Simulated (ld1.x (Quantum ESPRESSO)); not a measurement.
**How hard is this lutetium PAW potential?**

* Element: lutetium (Lu)
* Generator: ld1.x (Quantum ESPRESSO) 7.5
* Type: PAW
* Functional: PBE
* Relativity: scalar-relativistic
* Frozen core: [Kr] 4d10
* Valence charge: 25
* Reference configuration: 4f14 5s2 5p6 5d1 6s2 6p0
* Partial waves: 5s (bound): rcut 1.50, rcutus 1.75 bohr; 6s (bound): rcut 1.50, rcutus 1.75 bohr; 5p (bound): rcut 2.25, rcutus 2.40 bohr; 6p (bound, empty): rcut 2.25, rcutus 2.40 bohr; 5d (bound): rcut 2.75, rcutus 3.55 bohr; 5d channel at 2.7 Ry: rcut 2.75, rcutus 3.55 bohr; 4f (bound): rcut 1.05, rcutus 1.20 bohr; 4f channel at -0.3 Ry: rcut 1.05, rcutus 1.20 bohr
* Local potential: all-electron potential smoothed inside 3.90 bohr (lloc = -2)
* Core correction: a·sin(br)/r model core inside 1.05 bohr
* Augmentation charge: BG, radius 1.00 bohr

The pseudo-atom Hamiltonian at the reference potential is diagonalised in spherical Bessel functions j_l(qr) that vanish at 20 bohr, with q² up to the cutoff. All-electron valence levels (Ry): 5s -4.4877, 6s -0.3424, 5p -2.3270, 6p -0.0988, 5d -0.1286, 4f -0.7073.

Task: How do the lowest levels (Ry) of each channel move with the cutoff, and are there ghosts?

Result:

```
cutoff (Ry)     s #1     s #2     s #3     p #1     p #2    p #3     d #1    d #2     f #1    f #2  Σ f·Δε (mRy)
          8  -4.2949  -0.2824   0.0027  -2.2941  -0.0634  0.0552  -0.1283  0.0516   0.0969  0.2111       11963.6
         15  -4.4792  -0.3305  -0.0035  -2.3266  -0.0833  0.0477  -0.1285  0.0516   0.0969  0.2110       11303.6
         21  -4.4873  -0.3404  -0.0046  -2.3268  -0.0974  0.0432  -0.1285  0.0516   0.0969  0.2110       11266.3
         35  -4.4876  -0.3423  -0.0049  -2.3270  -0.0987  0.0429  -0.1285  0.0516   0.0969  0.2107       11260.2
         45  -4.4877  -0.3423  -0.0049  -2.3270  -0.0987  0.0428  -0.1285  0.0516   0.0939  0.1039       11217.4
         60  -4.4877  -0.3423  -0.0049  -2.3270  -0.0987  0.0428  -0.1285  0.0516  -0.4845  0.0970        3120.7
         90  -4.4877  -0.3424  -0.0049  -2.3270  -0.0987  0.0428  -0.1285  0.0516  -0.7033  0.0970          56.6
        110  -4.4877  -0.3424  -0.0049  -2.3270  -0.0987  0.0428  -0.1285  0.0516  -0.7055  0.0970          26.5
        160  -4.4877  -0.3424  -0.0049  -2.3270  -0.0987  0.0428  -0.1285  0.0516  -0.7072  0.0970           2.8
        200  -4.4877  -0.3424  -0.0049  -2.3270  -0.0987  0.0428  -0.1285  0.0516  -0.7073  0.0970           1.5
        300  -4.4877  -0.3424  -0.0049  -2.3270  -0.0987  0.0428  -0.1285  0.0516  -0.7074  0.0970           0.1
        400  -4.4877  -0.3424  -0.0049  -2.3270  -0.0987  0.0428  -0.1285  0.0516  -0.7074  0.0970           0.0
```

Result: no extra level below or beside the all-electron valence levels (s, p, d, f tested); 10 mRy is reached at 140 Ry and 1 mRy at 230 Ry.

Test run stopped at test 1 of 7 (negative rho).
